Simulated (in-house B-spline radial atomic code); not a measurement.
Successive ionisation energies of gold; each step leads to the configuration of the next row (after the last: [Ne] 3s2 3p4). Dirac energy differences include first-order Breit, QED and recoil terms. NIST's values go from ground level to ground level; the uncertainty of those that are theory runs from under 0.1 % in few-electron ions to several per cent in heavy many-electron ones. Computed with an all-electron radial atomic-structure program (B-spline basis): Dirac-Hartree-Fock, average of the configuration, finite nuclei.

| ion | configuration | ionisation energy (eV) | tabulated value (eV) | tabulated kind | computed minus tabulated (eV) | highest orbital | largest mean radius (bohr) |
| --- | --- | --- | --- | --- | --- | --- | --- |
| Au48+ | [Ar] 3d10 4s2 4p1 | 2614.2 | 2708 | tabulated theory | -94 | 4p3/2 | 0.37475 |
| Au49+ | [Ar] 3d10 4s2 | 2870.5 | 2870 | tabulated theory | 0 | 4s1/2 | 0.35779 |
| Au50+ | [Ar] 3d10 4s1 | ? | ? | semi-empirical | ? | ? | ? |
| Au51+ | [Ar] 3d10 | 4917.2 | 4888 | measured | 29 | 3d5/2 | 0.18368 |
| Au52+ | [Ar] 3d9 | 5058.1 | 5013 | tabulated theory | 45 | 3d5/2 | 0.18269 |
| Au53+ | [Ar] 3d8 | ? | ? | tabulated theory | ? | ? | ? |
| Au54+ | [Ar] 3d7 | 5344.7 | 5307 | tabulated theory | 38 | 3d5/2 | 0.18072 |
| Au55+ | [Ar] 3d6 | 5490.4 | 5452 | tabulated theory | 38 | 3d5/2 | 0.17974 |
| Au56+ | [Ar] 3d5 | ? | ? | tabulated theory | ? | ? | ? |
| Au57+ | [Ar] 3d4 | 5786.5 | 5846 | tabulated theory | -60 | 3d5/2 | 0.17782 |
| Au58+ | [Ar] 3d3 | 5936.9 | 5994 | tabulated theory | -57 | 3d5/2 | 0.17687 |
| Au59+ | [Ar] 3d2 | 6088.8 | 6156 | tabulated theory | -67 | 3d5/2 | 0.17592 |
| Au60+ | [Ar] 3d1 | 6242.3 | 6305 | tabulated theory | -63 | 3d5/2 | 0.17499 |
| Au61+ | [Ne] 3s2 3p6 | 6883.2 | 6724 | tabulated theory | 159 | 3p3/2 | 0.17406 |
| Au62+ | [Ne] 3s2 3p5 | 7020.0 | 6854 | tabulated theory | 166 | 3p3/2 | 0.17317 |

**Question.** Fill in the row of Au50+.

**Answer.** ionisation energy (eV): 2938.3; tabulated value (eV): 2941; computed minus tabulated (eV): -3; highest orbital: 4s1/2; largest mean radius (bohr): 0.35603.

**Question.** Fill in the row of Au53+.

**Answer.** ionisation energy (eV): 5200.6; tabulated value (eV): 5156; computed minus tabulated (eV): 45; highest orbital: 3d5/2; largest mean radius (bohr): 0.1817.

**Question.** Fill in the row of Au56+.

**Answer.** ionisation energy (eV): 5637.7; tabulated value (eV): 5594; computed minus tabulated (eV): 44; highest orbital: 3d5/2; largest mean radius (bohr): 0.17878.

**Question.** Where is the largest jump?

**Answer.** From Au50+ to Au51+, by a factor of 1.67 (2938.3 to 4917.2 eV); the highest orbital goes from 4s1/2 to 3d5/2.

Where a p, d or f electron is removed, the computed value is a mean over both j, so it misses the tabulated one by a part of the spin-orbit splitting; averaging over terms and missing correlation add to the gap, relatively most at low charge.
